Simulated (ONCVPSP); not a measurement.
sulfur (S): excitation energies, all-electron against ONCV

| Quantity | Value |
| --- | --- |
| Element | S |
| Generator | ONCVPSP 4.0.1 |
| Type | optimised norm-conserving Vanderbilt (ONCV) |
| Functional | Wu-Cohen |
| Relativity | scalar-relativistic |
| Frozen core | [Ne] |
| Valence charge | 6 |
| Reference configuration | 3s1.75 3p4.25 |
| Partial waves | 3s: rc 1.15 bohr, ncon 4, nbas 7, qcut 6.4 1/bohr, 1 projector; 3p: rc 1.70 bohr, ncon 4, nbas 8, qcut 5.5 1/bohr, 2 projectors, debl 2.2 Ha |
| Local potential | polynomial inside 1.00 bohr (lpopt 5, dvloc0 3 Ha) |
| Core correction | none |

Energies are relative to the spin-unpolarised reference configuration 3s1.75 3p4.25; without spin polarisation the order of configurations can differ from experiment.

(1) Give the all-electron excitation energy and the error of the potential for: 3s2 3p4; 3s2 3p3; 3s2 3p2; 3s2 3p0.

Note: no bound ghost flagged; GHOST(+) flagged for s at 53.3 eV.

Answers

(1)

```csv
valence configuration,charge,ΔE all-electron (eV),error AE − PS (meV)
3s2 3p4,0,-2.560,+0.2
3s2 3p3,+1,9.185,+2.0
3s2 3p2,+2,31.456,+24
3s2 3p0,+4,112.343,+337
```
